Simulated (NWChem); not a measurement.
C3H5Br; SMILES C=C(C)Br

This build's default masses of Se (78.918 u) and Br (79.917 u) are each other's, which moves their modes by up to 0.6 %.

Q: Give the equilibrium geometry at PBE0/def2-SVP (NWChem) as a list of bonds and angles, with the point group.

A: point group Cs; any orientation.
Bonds (Å): C1–C2 1.332, C1–H5 1.091, C1–H6 1.094, C2–C3 1.490, C2–Br4 1.904, C3–H7 1.101, C3–H8 1.100, C3–H9 1.101. Angles (°): C2–C1–H5 122.4, C2–C1–H6 119.4, H5–C1–H6 118.3, C1–C2–C3 126.6, C1–C2–Br4 119.4, C3–C2–Br4 113.9, C2–C3–H7 110.9, C2–C3–H8 110.3, C2–C3–H9 110.9, H7–C3–H8 108.8, H7–C3–H9 107.1, H8–C3–H9 108.8.
